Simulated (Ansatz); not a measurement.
The cluster Na4O2. Charge 0, multiplicity 1. Geometry r2SCAN-D4/def2-SVP, basis def2-TZVP, Ansatz.

Cartesian coordinates in Å:
```
Na 1.583 -1.832 -1.612
Na -1.455 -0.526 0.042
Na -2.087 2.407 2.142
Na 0.926 1.142 0.487
O 0.345 -0.180 -1.173
O 0.688 -1.012 0.114
```

| run | HOMO (eV) | LUMO (eV) |
| --- | --- | --- |
| A | -2.91 | -1.28 |
| B | -2.43 | -1.21 |
| C | -4.20 | -0.15 |
| D | -2.55 | -1.81 |

The structure holds 1 bond(s) between oxygen atoms. Another isomer (singlet) lies 1.07 eV lower at PBE0-D4/def2-TZVP; other spin states weren't run for this one.

Question: The runs used PBE, PBE0, r2SCAN, ωB97X-V. Estimate which is which.

Answer: A PBE0 (25 % exact exchange); B r2SCAN (0 % exact exchange); C ωB97X-V (range-separated); D PBE (0 % exact exchange). Exact exchange lowers occupied and raises empty levels; among semilocal functionals meta-GGAs tend to open the gap a little, and such runs are hard to tell apart. The gap grows from 0.74 eV (PBE) to 4.04 eV (ωB97X-V). The restricted singlet is unstable towards broken spin symmetry in Hartree–Fock (as tested in another run); at PBE0-D4/def2-TZVP, r2SCAN-D4/def2-TZVP, ωB97X-V/def2-TZVP, PBE-D4/def2-TZVP this wasn't settled.
